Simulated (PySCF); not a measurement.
# Correlation energy of Ni⁺ (nickel, charge +1)

[Ar] 3d8 4p1, one real determinant (an excited configuration). Calculation: PySCF 2.14, in x2c-TZVPPall (6s5p4d2f1g, 64 functions); the spin-free X2C one-electron Hamiltonian (Gaussian nucleus). Frozen: [Ar]; 9 electrons correlated.

MP2 pair energies summed by pair of shells (mhartree):

```csv
pair,energy,share (%)
3d-3d,-252.14,94.5
3d-4p,-14.62,5.5
```

Total MP2 correlation energy: -266.76 mhartree.

Same-spin part -103.58 and opposite-spin part -163.19 mhartree; SCS-MP2 scales them by 1/3 and 6/5 to -230.35 mhartree.

The basis was made for the ground configuration and has no added diffuse functions, which can raise the energy of the promoted electron.

The reference is one real determinant that mixes LS terms of this configuration.
